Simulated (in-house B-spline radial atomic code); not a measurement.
A fraction x of an electron is moved 3s → 3d in Ar3+, starting from [Ne] 3s2 3p3 and keeping the highest spin. Computed with a radial B-spline atomic code at the basis-set limit: scalar-relativistic (X2C) LDA VWN5, spin-polarised, spherical fractional occupations, Fermi nucleus of rms radius 3.4274 fm.

| x | E(x) - E(0) (eV) | 3s down level (eV) | 3d up level (eV) |
| --- | --- | --- | --- |
| 0 | 0.0000 | -62.881 | - |
| 0.125 | 4.1867 | -62.805 | -29.476 |
| 0.25 | 8.3318 | -62.709 | -29.719 |
| 0.375 | ? | ? | ? |
| 0.5 | 16.4899 | -62.443 | -30.183 |
| 0.625 | 20.4975 | -62.258 | -30.405 |
| 0.75 | ? | ? | ? |
| 0.875 | 28.3402 | -61.634 | -30.832 |
| 1 | 32.1311 | - | -31.041 |

Q: What belongs in the row x = 0.375?

A: An energy change of 12.4336 eV; 3s down at -62.590 eV, 3d up at -29.954 eV.

Q: What belongs in the row x = 0.75?

A: An energy change of 24.4511 eV; 3s down at -62.012 eV, 3d up at -30.621 eV.

Q: Check Janak's theorem between x = 0.125 and 0.25.

A: The slope of the energy is 33.16 eV; the orbital levels give 33.16 eV (ε of the receiving orbital less ε of the emptying one, averaged over the two points).
